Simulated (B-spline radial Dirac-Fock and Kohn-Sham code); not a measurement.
Binding energies of Er³⁸⁺

System: Er³⁸⁺, [Ar] 3d10 4s2; nuclear rms radius 5.2516 fm (A = 166).

Level of theory: Dirac-Fock (average of configuration) total-energy differences with a finite nucleus, the Breit interaction including its frequency dependence, and self-energy and vacuum-polarisation corrections; a B-spline atomic structure program. Correlation energy is missing from these numbers. Energies are counted from the vacuum level.

All terms are in eV, carry their sign (relaxation lowers the binding energy) and add up to the binding energy; ⟨r⟩ is the mean radius of the orbital in the initial state.

| subshell | −ε (Koopmans) | relaxation | Gaunt | retardation | QED | binding energy | ⟨r⟩ (bohr) |
| --- | --- | --- | --- | --- | --- | --- | --- |
| 1s | 59526.0 | -51.40 | -189.80 | 16.62 | -90.18 | 59211.2 | 0.020 |
| 2s | 11501.6 | -19.52 | -20.54 | 1.46 | -12.68 | 11450.3 | 0.086 |
| 2p1/2 | 11017.1 | -23.33 | -35.26 | 3.87 | 0.30 | 10962.7 | 0.071 |
| 2p3/2 | 10094.3 | -21.10 | -24.81 | 5.04 | -1.05 | 10052.4 | 0.079 |
| 3s | 3836.2 | -3.28 | -4.18 | 0.32 | -2.96 | 3826.1 | 0.220 |
| 3p1/2 | 3624.7 | -3.90 | -7.08 | 0.75 | 0.01 | 3614.4 | 0.210 |
| 3p3/2 | 3419.8 | -3.37 | -4.88 | 1.04 | -0.26 | 3412.3 | 0.223 |
| 3d3/2 | 3074.8 | -4.73 | -3.29 | 0.34 | 0.25 | 3067.4 | 0.196 |
| 3d5/2 | 3030.1 | -4.46 | -2.35 | 0.36 | 0.12 | 3023.8 | 0.200 |
| 4s | 1805.8 | -0.26 | -1.41 | 0.15 | -0.94 | 1803.4 | 0.446 |

For the deepest level, K (1s), the Breit terms make up -0.292 % of the binding energy, QED -0.152 % and orbital relaxation -0.087 %.

Spin-orbit splittings: 2p 910.3 eV, 3p 202.1 eV, 3d 43.63 eV.

Going to the tabulated ground configuration of the next ion removes an electron from N1 (4s), computed at 1803.4 eV. NIST lists 1803 ± 4 eV as the ionisation energy of this species (theoretical), -0.36 eV from the computed value, within the stated uncertainty.
